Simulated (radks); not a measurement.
Results of a calculation; reference values are marked as such.
Trend from Ni3+ to Pt3+: ionisation energy by Delta-SCF between NIST ground configurations, and size. Level of theory: scalar-relativistic Kohn-Sham, PBE, spin-polarised, spherical densities, point nucleus; open shells are filled with parallel spins first (spin-orbit coupling, left out, can overturn this in heavy ions) (a radial shooting solver on a logarithmic mesh with Libxc functionals).

| species | configuration | configuration of the ion | IE (eV) | NIST (eV) | kind | -e(HOMO) (eV) | outermost | <r> outermost (bohr) |
|---|---|---|---|---|---|---|---|---|
| Ni3+ | [Ar] 3d7 | [Ar] 3d6 | 55.065 | 54.9 | semi-emp. | 45.083 (3d) | 3d | 0.909 |
| Pd3+ | [Kr] 4d7 | [Kr] 4d6 | 47.636 | 46 | theory | 40.269 (4d) | 4d | 1.31 |
| Pt3+ | [Xe] 4f14 5d7 | [Xe] 4f14 5d6 | 44.074 | 43 | theory | 37.498 (5d) | 5d | 1.49 |

Reference values: NIST Atomic Spectra Database (exp. = measured, semi-emp. = semi-empirical, theory = theoretical value adopted there). Open shells are spherical and high-spin; term and fine-structure splittings are not resolved. Spin-orbit splitting is averaged out at the scalar-relativistic level.
